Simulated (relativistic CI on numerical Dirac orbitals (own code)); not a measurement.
Slater and spin-orbit integrals, Cd

Calculated at this level of theory: Dirac-Coulomb-Breit CI, KLI orbitals optimised for each configuration, model QED, valence Slater integrals scaled by 0.85, P86 correlation energy added to each configuration (own radial code, finite nucleus).

Slater integrals F^k, G^k are unscaled and averaged over j, outside the closed core [Kr] 4d10; ζ comes from projecting the Hamiltonian with its Breit term on Σ l·s of the shell.

- 5s5p: G^1(5s,5p) = 30471, ζ(5p) = 818.95 cm⁻¹; <r>(5s) = 2.864, <r^2>(5s) = 9.526, <r>(5p) = 4.353, <r^2>(5p) = 22.47 (bohr units).
- 5s6s: G^0(5s,6s) = 1210.2 cm⁻¹; <r>(5s) = 2.736, <r^2>(5s) = 8.651, <r>(6s) = 8.93, <r^2>(6s) = 89.19 (bohr units).
- 5s5d: G^2(5s,5d) = 1181.8, ζ(5d) = 5.1278 cm⁻¹; <r>(5s) = 2.706, <r^2>(5s) = 8.42, <r>(5d) = 10.52, <r^2>(5d) = 126.9 (bohr units).

In this model ζ of a weakly bound d, f or g electron outside closed shells comes out too small, for d by up to a factor of two or three and at times with the wrong sign; that of an outer p electron is too small as well.

Correlation outside the listed configurations is missing or only estimated: errors of thousands of cm⁻¹ between configurations and terms are usual at this charge. Rates and lifetimes follow the computed energies and can be off by large factors. The fine structure of a lone outer electron comes out too small, for d and f at times inverted, and misplaced configurations move strength between like terms. 10 of the 10 excited levels that our extract of the measured tables holds in this range could be paired (the sources list more); they are missed by 4761 cm⁻¹ on average and 5593 at most, and levels without a partner can miss by more.

Averages of the first 10 configurations, taken without configuration mixing, which lowers the lowest level and can move excited configurations by several eV; other configurations of the list can lie among them:

| Configuration | Parity | States | Average energy above the lowest level (eV) |
| --- | --- | --- | --- |
| 5s² | even | 1 | 0.4 |
| 5s5p | odd | 12 | 3.8 |
| 5s6s | even | 4 | 5.8 |
| 5s5d | even | 20 | 6.7 |
| 5p² | even | 15 | 8.9 |
| 5s7s | even | 4 | 7.2 |
| 5s6p | odd | 12 | 6.7 |
| 5s7p | odd | 12 | 7.5 |
| 5s4f | odd | 28 | 7.7 |
| 5s6d | even | 20 | 7.5 |
